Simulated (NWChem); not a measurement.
C₃H₃BF₂; SMILES C#CCB(F)F

```xyz
9

C      0.3066     2.6903     0.0000
C     -0.2580     1.6197     0.0000
C     -0.9244     0.3298     0.0000
B      0.0152    -0.9309     0.0000
F     -0.5216    -2.1373     0.0000
F      1.3269    -0.8587     0.0000
H      0.8076     3.6406     0.0000
H     -1.5953     0.2347     0.8741
H     -1.5953     0.2347    -0.8741
```
Atoms are numbered in this order, from 1.

Level: PBE0/def2-SVP (NWChem), optimised geometry, unscaled harmonic frequencies. 

```
frequency (cm⁻¹)  IR intensity (km/mol)
----------------  ---------------------
48                                  1.4
124                                 0.3
326                                 6.9
329                                 5.1
425                                 4.2
458                                19.4
567                                24.9
692                                39.9
708                                38.2
785                                 1.1
842                                39.3
1001                                1.5
1164                                4.0
1193                               64.5
1373                              249.5
1405                              109.1
1453                              277.6
2258                                8.5
3048                               11.9
3093                                0.1
3491                               76.5
```

The zero-point energy is 35.4 kcal/mol. The thermal correction to the enthalpy at 298.15 K (with zero-point energy) is 40.0 kcal/mol. The heat capacity Cv is 21.0 cal/(mol K) and the entropy at 298.15 K and 1 atm (symmetry number 1) comes out as 80.0 cal/(mol K). The dipole moment comes out as 1.22 D.

Rigid rotor and harmonic oscillator; modes under 100 cm⁻¹ make the entropy uncertain.
